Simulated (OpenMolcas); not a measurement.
# V II: thermal populations, Racah parameters, the spin-orbit constant, worked from levels

* Program: OpenMolcas 26.06
* Basis: ANO-RCC-VDZP [5s4p2d1f]
* Scalar Hamiltonian: DKH2, point nucleus
* Active space: 4 electrons in 5 orbitals (3d)
* State averaging: 2S+1 = 5 even, 5 roots; 2S+1 = 3 even, 45 roots (35 in the spin-orbit step); 2S+1 = 1 even, 50 roots (35 in the spin-orbit step)
* Spin-orbit coupling: RASSI with atomic mean-field integrals over the reference wave functions, term energies averaged over their components

Methods: CASSCF; SS-CASPT2, IPEA 0.25 Eh, imaginary shift 0.1 Eh (closed shells correlated: 3s 3p). Measured levels: NIST Handbook of Basic Atomic Spectroscopic Data.

**Thermal populations.** Z = Σ (2J + 1) exp(-E/kT) with k = 0.695035 cm-1/K, over the levels below. No other level of either list lies under 2550 cm-1, which is above 7 kT at each temperature.

```tsv
Level	2J + 1	SS-CASPT2	measured
3d4 5D0	1	0.0	0.0
3d4 5D1	3	39.7	36.0
3d4 5D2	5	118	107
3d4 5D3	7	232	209
3d4 5D4	9	380	339
```

| T (K) | Z, SS-CASPT2 | Z, measured levels | Ground level (%), SS-CASPT2 | Ground level (%), measured levels |
| --- | --- | --- | --- | --- |
| 300 | 10.075 | 10.857 | 9.9 | 9.2 |

At 300 K, kT = 209 cm-1, and the computed levels give Z = 1.000 + 2.480 + 2.839 + 2.301 + 1.455 = 10.075.

**Racah parameters.** Above 5D, d4 has 3G at 9B + 4C, 3H at 4B + 4C and 3D at 16B + 4C. The first two fix B and C, and the third tests them; where it misses by thousands of cm-1, two parameters do not describe the configuration (Trees and configuration-interaction terms are left out) and B and C hang on the terms chosen. Term energies are centres of gravity, weighted by 2J + 1.

```
   Source     3G     3H    B     C   C/B  3D from B, C  3D found
   CASSCF  19502  15400  820  3030  3.70         25240     25198
SS-CASPT2  16236  13405  566  2785  4.92         20196     20207
```

Energies in cm-1. From CASSCF to SS-CASPT2, B changes by -31.0 % and C by -8.1 %.

**The spin-orbit constant.** For the Hund term 5D of d4, E(J) = (A/2) J(J+1) + constant and ζ = 2S·A = 4A. From J = 0 to J = 4 the energy changes by 10 A.

```
   Source  E(4) - E(0)     A    ζ
   CASSCF        378.0  37.8  151
SS-CASPT2        379.7  38.0  152
 measured        339.2  33.9  136
```

All in cm-1. SS-CASPT2 is off by +11.9 % and CASSCF by +11.4 %. Both methods take the spin-orbit matrix elements from the reference wave functions, so the second can move ζ only through the term energies and any multistate remixing. Second-order mixing with other terms is absorbed into this ζ.

CASPT2 breaks the degeneracy within a term, and the mean is taken; among the terms shown or strongly mixed into the levels shown the widest spread is 140 cm-1 (3d4 3H, SS-CASPT2). Some high roots are left out of the spin-orbit mixing, which shifts the levels that they would mix with. Without dynamic correlation excited terms often stand tens of per cent too high (terms of higher spin than the ground term too low), and those without a measured partner can miss by more than the paired ones (holds for CASSCF). Measured partners are found by configuration, term and J. A level has none where our copy of the source lacks it or the pairing is in doubt (some pairs that miss far off the trend of their configuration count as doubtful), and it then counts in no deviation. Only configurations of the active space appear.
